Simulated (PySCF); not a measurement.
Gas-phase reaction: SnO₂ + SnH₄ = Sn₂O₂ + 4 H

Energies from PySCF (xtb for GFN2), thermal terms from the rigid-rotor harmonic-oscillator model, ideal gas at 1 bar. † marks an energy on the PBE0/def2-TZVP geometry and frequencies; other levels use their own. MP2 and CCSD(T) freeze the core. Open shells (unrestricted): H (multiplicity 2); the rest are closed-shell singlets. GFN2 has no spin-polarisation term. B3LYP is the form with VWN-RPA correlation. Sn: scalar-relativistic def2 core potential, no spin-orbit coupling. SnO₂, Sn₂O₂: computed as isolated molecules; such fragments, hydroxides, amides, oligomers or adducts are transient or little studied in the gas. MP2 isn't extrapolated to the basis-set limit. CCSD(T) isn't extrapolated to the basis-set limit. Warning, large T1 diagnostic: Sn₂O₂, SnO₂ (CCSD(T)/def2-SVP†, CCSD(T)/def2-TZVPP†).

| level | ΔH°(298 K), kJ |
|---|---|
| B3LYP/def2-TZVP† | ? |
| CCSD(T)/def2-SVP† | 397 |
| CCSD(T)/def2-TZVPP† | 443 |
| GFN2-xTB | 646 |
| MP2/def2-SVP† | ? |
| PBE0/def2-QZVP† | ? |
| PBE0/def2-SVP† | 377 |
| r2SCAN/def2-TZVP† | ? |
| LDA/def2-TZVP† | 508 |
| ωB97X-V/def2-TZVP† | 421 |

Q: Complete the blanks.

A: 
- B3LYP/def2-TZVP†, ΔH°(298 K), kJ: 437
- MP2/def2-SVP†, ΔH°(298 K), kJ: 357
- PBE0/def2-QZVP†, ΔH°(298 K), kJ: 405
- r2SCAN/def2-TZVP†, ΔH°(298 K), kJ: 430
